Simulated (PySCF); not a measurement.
`C[C@@H]1COC1=C(F)F`, C₅H₆F₂O

Geometry:
```csv
atom,x (Å),y (Å),z (Å)
C1,-1.414,-0.227,0.744
C2,-0.139,0.514,0.384
C3,-0.145,1.328,-0.926
O4,0.881,0.485,-1.479
C5,0.916,-0.280,-0.339
C6,1.638,-1.350,-0.061
F7,2.533,-1.941,-0.851
F8,1.549,-1.988,1.114
H9,-1.217,-0.932,1.548
H10,-1.794,-0.778,-0.113
H11,-2.173,0.479,1.073
H12,0.241,1.062,1.247
H13,0.189,2.364,-0.855
H14,-1.064,1.265,-1.510
```

Theory: PySCF 2.14.0, GIAO wB97X-D/pcSseg-1 magnetisability, rotational g tensor and spin-rotation constants, non-relativistic, gas phase. Geometry: GFN2-xTB.

Problem. How diamagnetic is it, and how anisotropic?

Solution. Isotropic -1030 × 10⁻³⁰ J/T², or -62.0 × 10⁻⁶ cm³/mol; principal values -1107, -1032, -950 × 10⁻³⁰ J/T², anisotropy 136 × 10⁻³⁰ J/T² (root of half the summed squared differences of the principal values). The susceptibility is in cgs units.

Problem. Split it along the inertial axes a, b, c into diamagnetic and paramagnetic parts about the centre of mass, with the quadrupole moment.

Solution. 
```
axis  χ (10⁻⁶ cm³/mol)  diamagnetic (10⁻⁶ cm³/mol)  paramagnetic (10⁻⁶ cm³/mol)  summed x² of all electrons (Å²)  quadrupole Θ (D Å)
   a             -63.3                      -444.5                        381.1                            168.8               +3.74
   b             -65.4                      -801.2                        735.8                             84.7               -5.00
   c             -57.3                     -1075.5                       1018.2                             20.1               +1.26
```
Anisotropies 2χaa − χbb − χcc = -4.0 and 2χbb − χaa − χcc = -10.1 × 10⁻⁶ cm³/mol. Θ is traceless in Buckingham's convention.

Problem. And the rotational g tensor?

Solution. 
```tsv
axis	rotational constant (GHz)	g	nuclear part	electronic part
a	3.3237	-0.0299	0.5653	-0.5951
b	1.5998	-0.0090	0.5441	-0.5530
c	1.1559	-0.0129	0.5401	-0.5529
```
Asymmetric top; isotopes 12C, 19F, 1H, 16O; no vibrational averaging.
